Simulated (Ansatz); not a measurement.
Coupled-cluster diagnostics for the cluster Zr2O2⁺, Ansatz.

Geometry of the doublet (r2SCAN-D4/def2-TZVP):

```tsv
atom	x (Å)	y (Å)	z (Å)
Zr1	0.792	0.524	1.124
Zr2	0.139	-1.431	-0.309
O3	-0.997	0.279	0.073
O4	0.066	0.629	-0.888
```

In the def2 sets Zr takes a core potential; there is no spin–orbit coupling. Correlated methods freeze 2 core orbitals; core or outer-core shells of Zr are correlated, in sets that lack core-valence functions. The structure holds one bond between oxygen atoms, so isomers without such links may lie far lower. Another isomer (doublet) lies 5.92 eV lower at PBE0-D4/def2-TZVP; other spin states weren't run for this one.

Question: Estimate the CCSD(T) correlation energy, the shares of MP2 and (T), T1 and the reference's ⟨S²⟩ for: charge 1, doublet, own geometry in def2-TZVP; and the rough time on 2 threads of Arm Neoverse V1 on a shared host.

Answer: 
| state | basis | correlation (eV) | MP2 share (%) | (T) share (%) | T1 | ⟨S²⟩ (pure) | wall time | remarks |
| --- | --- | --- | --- | --- | --- | --- | --- | --- |
| charge 1, doublet, own geometry | def2-TZVP | -29.027 | 92.0 | 5.7 | 0.101 | 2.18 (0.75) | 7.1 min | large T1, spin-contaminated |
Customary marks for T1 are 0.02 (closed shells), 0.045 (open shells) and about 0.05 (3d metals). T1 exceeds 0.02 in 1 of 1 rows and 0.045 in 1; the higher it lies, the less the single-reference result can be trusted.
